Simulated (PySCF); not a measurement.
C₄H₄BF, SMILES FB1C=CC=C1.

Coordinates come from a B3LYP-D3(BJ)/def2-SVP optimisation. This is a generated structure with no PubChem entry under its InChIKey; it may be hypothetical.

Computed with TDDFT-PBE/def2-SVPD in PySCF 2.14.0.

Vertical excitations. Isolated molecule, no solvent. State labels are in the subgroup C2v.

```csv
state,symmetry,energy (eV),λ (nm),f,main pairs
S1,B2,2.71,458,0.007,HOMO→LUMO 100 %
S2,A2,3.88,320,0.000,HOMO−1→LUMO 100 %
S3,B1,5.23,237,0.000,HOMO−2→LUMO 99 %
S4,A1,5.56,223,0.030,"HOMO−3→LUMO 70 %, HOMO→LUMO+2 30 %"
S5,A2,6.07,204,0.000,HOMO→LUMO+1 100 %
S6,A2,6.31,196,0.000,HOMO→LUMO+3 100 %
S7,A2,6.43,193,0.000,HOMO−5→LUMO 100 %
S8,B1,6.46,192,0.002,HOMO−4→LUMO 98 %
S9,B1,6.91,179,0.036,HOMO→LUMO+4 100 %
S10,A2,7.26,171,0.000,HOMO−6→LUMO 99 %
T1,B2,1.72,721,0,HOMO→LUMO 99 %
T2,A2,3.45,359,0,HOMO−1→LUMO 100 %
T3,A1,4.31,287,0,"HOMO−3→LUMO 86 %, HOMO→LUMO+2 13 %"
T4,B1,4.71,263,0,HOMO−2→LUMO 99 %
```
Triplets are in the Tamm–Dancoff approximation, which puts them higher than full response would, so one can lie above its singlet here.
